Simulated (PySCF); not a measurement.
GeSe, neutral, multiplicity 1. Atoms are numbered in the order given.

```xyz
2

Ge     0.0000     0.0000    -1.1026
Se     0.0000     0.0000     1.0377
```

Geometry: PBE0-D3(BJ)/def2-TZVP.

Calculation: r2SCAN/def2-TZVPD (PySCF).

Mulliken values depend strongly on the basis, most of all with diffuse functions as here. ESP charges are fitted to the potential on shells at 1.4 to 2.0 van der Waals radii. Atomic charges (e):

```csv
atom,Mulliken,meta-Löwdin,ESP fit
Ge1,0.23,0.21,?
Se2,-0.23,-0.21,?
```

Complete the blanks. (An estimate is asked for; the answer gives what the named calculation found.)


- Ge1, ESP fit: 0.17
- Se2, ESP fit: -0.17
